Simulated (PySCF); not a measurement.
PySCF input for CHF3O3S, SMILES O=S(=O)(O)C(F)(F)F (connectivity only; charge and spin as stated), charge -1, multiplicity 2, r2SCAN-D4/def2-SVPD. Coordinates come from a r2SCAN-D4/def2-SVPD optimisation. The spin state was assumed, not searched. The values are those of a single conformer.

```python
import numpy as np
from pyscf import gto, scf, dft, df
from pyscf.hessian import thermo

mol = gto.M(
    atom='''
    O     2.43781496   -0.32243322   -1.08793331
    S     0.86100927    0.07339001   -0.13490721
    O     1.21858635   -0.57092785    1.17912246
    O     0.89053029    1.56627129   -0.20933302
    C    -1.19337380   -0.11396502    0.08732081
    F    -1.70574466    0.48819943    1.18090586
    F    -1.83423745    0.40273862   -0.98642023
    F    -1.54005058   -1.42153132    0.15721149
    H     2.72893576   -1.09839208   -0.58553271
    ''',
    basis='def2-SVPD',
    charge=-1,
    spin=1,
    max_memory=1600,
    verbose=3,
)
mf = dft.UKS(mol, xc='r2scan').density_fit(auxbasis='def2-universal-jkfit')
mf.disp = 'd4'
mf.grids.level = 4
mf.conv_tol = 1e-11
mf.max_cycle = 100
mf.kernel()
fine, coarse = mf.grids, dft.Grids(mol).set(level=1).build(with_non0tab=True)
for _ in range(3):  # follow internal instabilities
    mf.grids = coarse
    mo, _, stable, _ = mf.stability(return_status=True, nroots=4)
    mf.grids = fine
    if stable:
        break
    mf.kernel(mf.make_rdm1(mo, mf.mo_occ))

# [left out here: the lines that compute and print the analytic Hessian (its translational invariance restored by hand, since the grid's response is missing), thermochemistry and intensities]
```

Program output:

```

WARN: HOMO -0.197618327301721 >= LUMO -0.197618327301721

converged SCF energy = -961.292878536032  <S^2> = 0.75842332  2S+1 = 2.0084057
<class 'pyscf.df.df_jk.DFUKS'> wavefunction is stable in the internal stability analysis

WARN: MGGA Hessian is sensitive to dft grids. grids.level 4 may not be dense enough.


WARN: DFTD4 does not support analytical Hessian, using finite difference.


WARN: Mole.unit (angstrom) is changed to Bohr

Mode                                 0                   1                   2
Irrep
Freq [cm^-1]                       49.3986            104.5842            132.5927
Reduced mass [au]                  14.2720             10.5930             14.2882
Force const [Dyne/A]                0.0205              0.0683              0.1480
Char temp [K]                      71.0736            150.4733            190.7714
Normal mode                   x     y     z       x     y     z       x     y     z
       0   O                 0.01 -0.07  0.04    0.08  0.08  0.09    0.01 -0.06  0.04
       1   S                -0.00  0.00 -0.00   -0.02 -0.03 -0.04   -0.01  0.04 -0.03
       2   O                -0.01  0.10  0.05   -0.06 -0.04 -0.03   -0.11 -0.03 -0.03
       3   O                -0.00 -0.00 -0.11   -0.07 -0.03 -0.03    0.08  0.04  0.03
       4   C                -0.00 -0.00  0.00    0.01 -0.01 -0.02    0.01  0.03 -0.02
       5   F                 0.01 -0.09  0.05    0.12  0.03  0.01    0.02 -0.00  0.00
       6   F                -0.02  0.07  0.05   -0.03  0.01  0.02   -0.10 -0.03  0.01
       7   F                 0.01 -0.01 -0.09   -0.04  0.01  0.02    0.12  0.00  0.01
       8   H                 0.01 -0.02  0.11    0.11  0.11  0.13   -0.08 -0.08  0.06
Mode                                 3                   4                   5
Irrep
Freq [cm^-1]                      134.5833            216.6419            229.6783
Reduced mass [au]                  13.7457              4.7555              2.1927
Force const [Dyne/A]                0.1467              0.1315              0.0681
Char temp [K]                     193.6354            311.6995            330.4559
Normal mode                   x     y     z       x     y     z       x     y     z
       0   O                 0.06  0.02  0.03   -0.01  0.01  0.06    0.02  0.11  0.02
       1   S                 0.08  0.01 -0.02   -0.01 -0.01 -0.04    0.01 -0.04  0.01
       2   O                 0.06  0.00 -0.02    0.02 -0.06 -0.07   -0.04 -0.02  0.03
       3   O                 0.08  0.00  0.00   -0.01 -0.01 -0.05    0.04 -0.05 -0.08
       4   C                -0.08 -0.01 -0.00    0.00  0.03  0.05   -0.00  0.02  0.01
       5   F                -0.06 -0.01  0.00   -0.12 -0.00  0.02   -0.05  0.00  0.01
       6   F                -0.11 -0.01  0.01    0.06  0.03  0.02   -0.01  0.01  0.01
       7   F                -0.09 -0.01  0.01    0.06  0.02  0.03    0.03  0.01  0.01
       8   H                 0.10  0.07  0.08    0.14  0.22  0.30   -0.23 -0.33 -0.51
Mode                                 6                   7                   8
Irrep
Freq [cm^-1]                      286.0824            340.0540            353.1588
Reduced mass [au]                   8.9293             10.2660              2.9441
Force const [Dyne/A]                0.4306              0.6994              0.2163
Char temp [K]                     411.6089            489.2620            508.1170
Normal mode                   x     y     z       x     y     z       x     y     z
       0   O                -0.01  0.01 -0.03   -0.19  0.06  0.07   -0.03 -0.05  0.11
       1   S                 0.00 -0.06  0.04    0.02 -0.01 -0.00    0.01  0.02 -0.01
       2   O                 0.07 -0.01  0.05    0.01  0.00  0.01    0.11 -0.02 -0.06
       3   O                -0.06 -0.06  0.01    0.08 -0.01 -0.02   -0.09  0.02  0.02
       4   C                -0.01  0.05 -0.03    0.01 -0.01 -0.01    0.00  0.01 -0.01
       5   F                -0.00  0.05 -0.03    0.06  0.00 -0.00    0.01  0.02 -0.01
       6   F                -0.10  0.02  0.00    0.00 -0.02 -0.02   -0.02  0.00 -0.00
       7   F                 0.09  0.03 -0.04   -0.01 -0.01 -0.02    0.01  0.00 -0.02
       8   H                 0.17  0.16  0.09   -0.00  0.16  0.11   -0.39 -0.35 -0.15
Mode                                 9                  10                  11
Irrep
Freq [cm^-1]                      465.9981            512.7555            516.2618
Reduced mass [au]                  17.7578             18.2691             19.3699
Force const [Dyne/A]                2.2720              2.8300              3.0417
Char temp [K]                     670.4675            737.7410            742.7857
Normal mode                   x     y     z       x     y     z       x     y     z
       0   O                -0.02  0.00  0.01   -0.00  0.00 -0.00   -0.04 -0.02 -0.02
       1   S                 0.03 -0.05 -0.08    0.00  0.01 -0.00    0.08  0.03  0.03
       2   O                -0.04  0.12  0.01   -0.02 -0.00 -0.00   -0.05 -0.07  0.02
       3   O                -0.02 -0.04  0.11    0.01  0.01 -0.00   -0.07  0.04 -0.05
       4   C                -0.00 -0.01 -0.01    0.01 -0.06  0.04    0.01 -0.02 -0.04
       5   F                -0.01 -0.02 -0.03   -0.02  0.11 -0.07    0.00 -0.04 -0.06
       6   F                 0.01  0.06  0.01    0.01  0.01  0.12   -0.02  0.08  0.00
       7   F                 0.02 -0.02  0.05    0.00 -0.11 -0.06    0.00 -0.03  0.08
       8   H                -0.03 -0.04 -0.05    0.00  0.01  0.00    0.02  0.02 -0.00
Mode                                12                  13                  14
Irrep
Freq [cm^-1]                      535.6967            692.2705            940.1358
Reduced mass [au]                  19.1929             17.0996              1.2531
Force const [Dyne/A]                3.2451              4.8282              0.6525
Char temp [K]                     770.7483            996.0232           1352.6460
Normal mode                   x     y     z       x     y     z       x     y     z
       0   O                 0.02  0.02  0.02    0.01 -0.00 -0.00    0.03  0.03 -0.05
       1   S                -0.09  0.00  0.03    0.01  0.00  0.00    0.00 -0.00 -0.03
       2   O                 0.08  0.01 -0.02   -0.00 -0.01  0.00    0.01 -0.03  0.08
       3   O                 0.08 -0.01 -0.01   -0.00  0.00 -0.01    0.01 -0.01 -0.00
       4   C                -0.01 -0.03 -0.04   -0.12 -0.01  0.01   -0.02 -0.01  0.01
       5   F                 0.02 -0.04 -0.07    0.02  0.07  0.10    0.00 -0.00 -0.01
       6   F                -0.02  0.08 -0.00    0.01  0.05 -0.10    0.00 -0.00  0.00
       7   F                 0.00 -0.04  0.07    0.04 -0.11  0.00    0.00  0.01 -0.00
       8   H                -0.03  0.01  0.04    0.00 -0.01 -0.01   -0.74  0.09  0.48
Mode                                15                  16                  17
Irrep
Freq [cm^-1]                      988.6279           1048.8337           1079.7728
Reduced mass [au]                   8.7809             13.2632             12.5481
Force const [Dyne/A]                5.0566              8.5963              8.6197
Char temp [K]                    1422.4154           1509.0381           1553.5527
Normal mode                   x     y     z       x     y     z       x     y     z
       0   O                 0.01  0.01 -0.01    0.00 -0.00  0.00    0.00  0.00 -0.00
       1   S                 0.01  0.03  0.04   -0.02 -0.03 -0.05    0.01 -0.02  0.01
       2   O                -0.03  0.04 -0.09    0.03 -0.04  0.09   -0.00  0.01 -0.02
       3   O                -0.00 -0.11  0.00    0.01  0.09  0.00   -0.00  0.02 -0.00
       4   C                 0.16  0.02 -0.02    0.15  0.07  0.06   -0.05  0.21 -0.11
       5   F                -0.03  0.02  0.04   -0.02  0.00  0.01    0.01 -0.02 -0.00
       6   F                -0.04  0.02 -0.03   -0.04  0.02 -0.05    0.04 -0.04  0.06
       7   F                -0.03 -0.05  0.01   -0.03 -0.06  0.00   -0.02 -0.07  0.01
       8   H                -0.18  0.04  0.14    0.08 -0.02 -0.06   -0.06  0.01  0.04
Mode                                18                  19                  20
Irrep
Freq [cm^-1]                     1099.1212           1189.0677           3788.9014
Reduced mass [au]                  13.2670             11.8586              1.0666
Force const [Dyne/A]                9.4431              9.8786              9.0218
Char temp [K]                    1581.3907           1710.8037           5451.3855
Normal mode                   x     y     z       x     y     z       x     y     z
       0   O                -0.00 -0.00  0.00    0.00  0.01 -0.01    0.02 -0.05  0.03
       1   S                -0.01 -0.01 -0.02    0.01 -0.10  0.05    0.00 -0.00 -0.00
       2   O                 0.02 -0.01  0.04   -0.03  0.05 -0.09   -0.00 -0.00  0.00
       3   O                 0.01  0.04  0.00    0.01  0.14 -0.01   -0.00  0.00  0.00
       4   C                 0.04 -0.10 -0.22    0.01 -0.04  0.03    0.00  0.00  0.00
       5   F                -0.04  0.04  0.08   -0.00  0.00 -0.00   -0.00  0.00  0.00
       6   F                 0.01 -0.00  0.04   -0.01  0.01 -0.01   -0.00  0.00 -0.00
       7   F                 0.00  0.02  0.01    0.00  0.02 -0.00   -0.00 -0.00 -0.00
       8   H                 0.02 -0.01 -0.02   -0.16  0.02  0.11   -0.29  0.77 -0.50
temperature 298.1500 [K]
pressure 101325.00 [Pa]
Rotational constants [GHz] 2.87102 1.18317 1.12710
Symmetry number 1
Zero-point energy (ZPE) 0.03350 [Eh]   87950.750 [J/mol]
                           tot       elec      trans        rot        vib
Entropy [J/mol/K]       402.509      5.763    171.243    120.581    104.922
Cv [J/mol/K]            125.230      0.000     12.472     12.472    100.287
Cp [J/mol/K]            133.544      0.000     20.786     12.472    100.287
Internal energy [J/mol]                      3718.434   3718.434 104498.939
Internal energy [Eh]   -961.25024  -961.29288
Enthalpy [J/mol]                             6197.391   3718.434 104498.939
Enthalpy [Eh]          -961.24930
Gibbs free energy [J/mol]                  -44858.659 -32232.805  73216.314
Gibbs free energy [Eh] -961.29501
mode   freq/cm-1   IR/(km/mol)
   1       49.40         0.675
   2      104.58         0.024
   3      132.59         1.659
   4      134.58         9.455
   5      216.64        12.349
   6      229.68        41.014
   7      286.08         3.536
   8      340.05        84.519
   9      353.16        21.501
  10      466.00        64.925
  11      512.76         0.085
  12      516.26        79.107
  13      535.70       131.659
  14      692.27        15.845
  15      940.14        82.626
  16      988.63       245.548
  17     1048.83       140.889
  18     1079.77       161.680
  19     1099.12       331.840
  20     1189.07       367.146
  21     3788.90        25.976
max |gradient| / (hartree/bohr): 0.000280244809055821
APT charges: [-0.8453  1.6403 -0.8341 -0.7974  1.6518 -0.6802 -0.6608 -0.6571  0.1852]
```

The calculation finished and met its thresholds.
